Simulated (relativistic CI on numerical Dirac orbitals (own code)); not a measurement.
## Excitation temperature from two lines of Mo I

Problem. In an optically thin plasma whose excited levels follow a Boltzmann distribution, the energy emitted in Mo I 5533.03 Å and 3447.12 Å has the ratio 0.959 (an assumed reading, corrected for the detector). Tabulated data (NIST Handbook of Basic Atomic Spectroscopic Data): upper levels 28836.6 and 41347.7 cm⁻¹, g = 5 and 11, A = 3.72 × 10^7 and 8.75 × 10^7 s⁻¹. Calculate the temperature, its uncertainty for 15 % in the ratio of intensities and A values together, and the strength of these other lines with tabulated A (λ in Å, g, A, upper level): 5506.49, 7, 3.61 × 10^7, 28923.7; 5570.44, 3, 3.30 × 10^7, 28715.2; 4188.32, 13, 3.32 × 10^7, 40653.7; 4411.69, 11, 2.63 × 10^7, 39445.2.

Working.
1. The emitted power of a line is proportional to (gA/λ) exp(−E/kT), so I₁/I₂ = (g₁A₁λ₂/g₂A₂λ₁) exp[(E₂ − E₁)/kT].
2. The prefactor is 0.1204 and E₂ − E₁ = 12511.1 cm⁻¹ = 1.551 eV.
3. kT = (E₂ − E₁)/ln(0.959/0.1204) = 12511.1/2.0751 = 6029 cm⁻¹ = 0.748 eV, or T = 8670 K.
4. δT/T = (kT/ΔE) × 15 % = 7.2 %; lines whose upper levels lie far apart give the better thermometer.
5. Other lines relative to the first: 5506.49 Å: 1.3, 5570.44 Å: 0.54, 4188.32 Å: 0.43, 4411.69 Å: 0.34.

Remark. Dense plasmas such as arcs and laser-ablation plumes come near a Boltzmann distribution among excited levels, though their strong lines may be self-absorbed. Low-pressure etch and deposition plasmas, at 10¹⁰ to 10¹³ electrons per cm³, do not: there the number found is an excitation temperature of these levels and not the electron temperature.
